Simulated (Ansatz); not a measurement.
Si₄O₈, relaxed as a singlet with RKS PBE-D4/def2-SVP in Ansatz, starting from the GFN2-xTB geometry. Force threshold 0.03 eV/Å.

The structure comes from a short search, and lower isomers may exist.

Start:

Cartesian coordinates in Å:
```
Si -1.886 1.287 -0.720
Si 1.036 1.703 -1.325
Si 0.149 -0.529 0.357
Si 0.691 -2.429 1.665
O -0.559 1.973 -1.345
O 1.231 0.381 -0.411
O 0.322 -2.158 0.080
O 0.522 -0.814 1.952
O 2.120 2.484 -1.996
O -3.311 1.711 -0.873
O 1.034 -3.626 2.490
O -1.348 0.016 0.125
```

```
step  energy (eV)  largest force component (eV/Å)  SCF passes
   1  -47842.2266                           2.183          24
   2  -47842.5884                           1.048          22
   3  -47842.7201                           1.040          22
   4  -47842.7388                           0.042          23
   5  -47842.7389                           0.003          16
```

Force components are those of the run's own axes.

End:

Cartesian coordinates in Å:
```
Si -1.930 1.322 -0.741
Si 1.057 1.747 -1.360
Si 0.162 -0.571 0.390
Si 0.709 -2.494 1.709
O -0.580 2.043 -1.397
O 1.245 0.392 -0.414
O 0.331 -2.226 0.068
O 0.537 -0.827 2.022
O 2.163 2.554 -2.053
O -3.389 1.763 -0.902
O 1.059 -3.724 2.553
O -1.364 0.021 0.127
```

By distances, no bond broke or formed. The bond that changes most is Si4–O8, from 1.65 to 1.71 Å (atoms count from 1).

No frequencies were taken in this run, so the end may be a saddle point.

Run time 11 s (4 threads of Arm Neoverse V1 on a shared host).
